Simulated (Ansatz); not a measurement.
H₅PSSn (`[PH2][SnH2][SH]`), one more setting.

```yaml
crystal:
  periodic: [false, false, false]
  atoms:
    - {symbol: P, position_ang: [-1.075742, 0.566171, -1.528351]}
    - {symbol: Sn, position_ang: [0.614145, 0.076800, 0.142464]}
    - {symbol: S, position_ang: [0.442994, -2.319660, 0.422302]}
    - {symbol: H, position_ang: [-2.164045, 0.616397, -0.633680]}
    - {symbol: H, position_ang: [-0.915673, 1.993729, -1.415415]}
    - {symbol: H, position_ang: [0.316386, 0.793822, 1.725458]}
    - {symbol: H, position_ang: [2.107520, 0.470737, -0.364078]}
    - {symbol: H, position_ang: [0.843075, -2.277633, 1.705775]}
basis:
  gaussian: {orbitals: def2-TZVPP, point_charges: [{charge: 2.00, position_ang: [4.940, 0.412, -0.049]}]}
hamiltonian: {xc: {name: B2PLYP}}
accuracy: high
scf: {lower_state_search: full}
```

```sh
$ ansatz run in.yaml --threads 2 --pin off --events-out ev --progress --plain --max-ram 4352MiB
```

It prints (some lines left out):

```
Functional definition: B2PLYP
3661 factors; integrals over basis functions are off by at most 5.3e-8 eV
mean field evaluation 1: about -26019.6453 eV, gradient 1.7e1 eV
mean field evaluation 2: about -26019.7272 eV, gradient 1.7e1 eV
mean field evaluation 4: about -26020.5446 eV, gradient 1.8e0 eV
mean field evaluation 8: about -26020.5547 eV, gradient 2.0e-1 eV
mean field evaluation 16: about -26020.5549 eV, gradient 8.1e-5 eV
mean field -26020.55485916 eV, -956.2377537086 hartree, gradient 5.3e-8 eV, S^2 0.000000; 0 other end points of the search recorded, 0 dependent functions left out
14 core orbitals not correlated: weight in the atoms' cores, before any rotation towards them, 1.000 or more for the frozen orbitals, at most 0.000 for the correlated occupied ones
reference -26020.55488774 eV, -956.2377547590 hartree; 15, 15 occupied and 175, 175 virtual orbitals, 3661 factors
second order -22.34145499 eV of doubles, -0.00000000 eV of singles
Total energy: -26026.58708059 eV, -956.4594337574 hartree
```

Hardware: 2 threads of an AMD EPYC 7B13 on a shared host. Wall time 20 s, peak host memory 1.2 GiB.
